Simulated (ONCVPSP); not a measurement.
# Varying the ONCV potential for gadolinium (Gd)

Base potential:

gadolinium (Gd), optimised norm-conserving Vanderbilt (ONCV), made with ONCVPSP 4.0.1 (PBE, scalar-relativistic). Core [Kr] 4d10 4f7, reference 5s2 5p6 5d1 6s1 6p1. Waves: 5s+6s: rc 2.20 bohr, ncon 3, nbas 6, qcut 5.5 1/bohr, 2 projectors; 5p+6p: rc 3.10 bohr, ncon 4, nbas 8, qcut 4.7 1/bohr, 2 projectors; 5d: rc 2.25 bohr, ncon 4, nbas 9, qcut 4.6 1/bohr, 1 projector. Local part: polynomial inside 2.15 bohr (lpopt 5, dvloc0 0 Ha). Core correction: Teter function, fcfact 3, rcfact 1.55.

Cutoffs, loose and tight: the cutoffs (Ha) at which the residual kinetic energy of the hardest occupied pseudo-wave falls to 1 and 0.1 mHa per electron. They do not see the model core or the augmentation charge, which bear on the density cutoff. Test errors are all-electron minus pseudo excitation energies from the reference, over the configurations 5s2 5p6 5d1 6s2 6p0; 5s2 5p6 5d1 6s1 6p0; 5s2 5p6 5d1 6s0 6p0; 5s2 5p6 5d0 6s2 6p0. A dash means not determined; rows that change the core or the reference have their own tests. The largest error is taken over the tests solved by every variant that gives reliable tests at all: 5s2 5p6 5d1 6s0 6p0; 5s2 5p6 5d1 6s1 6p0; 5s2 5p6 5d1 6s2 6p0.

| change | outcome | cutoff, loose | cutoff, tight | bound ghosts | GHOST(+) flags above zero | largest test error (meV) |
| --- | --- | --- | --- | --- | --- | --- |
| base | generated | 10 Ha | 12 Ha | none | none | +4.8 |
| local potential polynomial inside 1.35 bohr (lpopt 5, dvloc0 1 Ha) | generated | 10 Ha | 12 Ha | none | s | +4.9 |
| local potential polynomial inside 2.15 bohr (lpopt 5, dvloc0 -1.5 Ha) | generated | 10 Ha | 12 Ha | none | none | +5.0 |
| all radii but the core radius scaled by about 0.89 (s 1.96, p 2.76, d 2.00 bohr); local potential polynomial inside 1.92 bohr (lpopt 5, dvloc0 0 Ha) | generated | 11 Ha | 14 Ha | none | s | +6.9 |
| functional PBEsol | generated | 10.0 Ha | 12 Ha | none | none | +1.5 |
| s: nproj 3 | generated | 10 Ha | 12 Ha | none | s | +4.7 |
| s: rc 2.22 | generated | 9.9 Ha | 12 Ha | none | none | +4.8 |
| s: qcut 3.8 | generated | 8.2 Ha | 15 Ha | none | s | +3.5 |
| fully relativistic; d: rc 2.2, qcut 4.7 | generated | 10 Ha | 12 Ha | none | none | +9.4 |
| reference 5s2 5p6 5d1 6s2; wave 5p+6p: rc 3.10 bohr, ncon 4, nbas 8, qcut 4.7 1/bohr, 2 projectors becomes 5p: rc 3.10 bohr, ncon 4, nbas 8, qcut 4.7 1/bohr, 2 projectors, debl 1.7 Ha | generated, projector energies reset by the program | 10 Ha | 12 Ha | none | none | -3.6 over the solved tests; 1 of 4 tests not solved or not reliable |

Q: What comes out with this change to the base: s: qcut 3.1?

A: outcome: generated; cutoff, loose: 8.2 Ha; cutoff, tight: 22 Ha; bound ghosts: none; GHOST(+) flags above zero: none; largest test error (meV): +3.4.
